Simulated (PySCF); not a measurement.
Predicted microwave data (PBE0-D3(BJ)/def2-SVP geometry optimisation, gas phase, def2 core potentials past Kr (PySCF)) for one isomer of C3H8Te:

- Rotational constants: A = 5882, B = 2645, C = 2018 MHz
- Dipole components: |μa| = 0.98 D, |μb| = 0.84 D, |μc| = 0.32 D
- Inertial defect: -26.51 u·Å²
- κ: -0.68

**Question.** Which structure is it? (One computed conformer of each.)
A. `[CH3:1][CH:2]([CH3:3])[TeH:4]` with C1–C2–Te4–H 64°
B. `[CH3:1][CH2:2][Te:3][CH3:4]` with C1–C2–Te3–C4 67°

**Answer.** B. It is CC[Te]C, an asymmetric top, point group C1. The candidates at the same level (rigid rotor, commonest isotopes):

```json
{"SMILES": "CC[Te]C", "A (MHz)": "5882", "B (MHz)": "2645", "C (MHz)": "2018", "μa (D)": "0.98", "μb (D)": "0.84", "μc (D)": "0.32", "Δ (u·Å²)": "-26.51", "point group": "C1", "rotor": "asymmetric top"}
{"SMILES": "CC(C)[TeH]", "A (MHz)": "7742", "B (MHz)": "2077", "C (MHz)": "1756", "μa (D)": "1.44", "μb (D)": "0.00", "μc (D)": "0.07", "Δ (u·Å²)": "-20.89", "point group": "Cs", "rotor": "asymmetric top"}
```

`CC(C)[TeH]` has A 32 % too high. No structure here is proved a minimum.
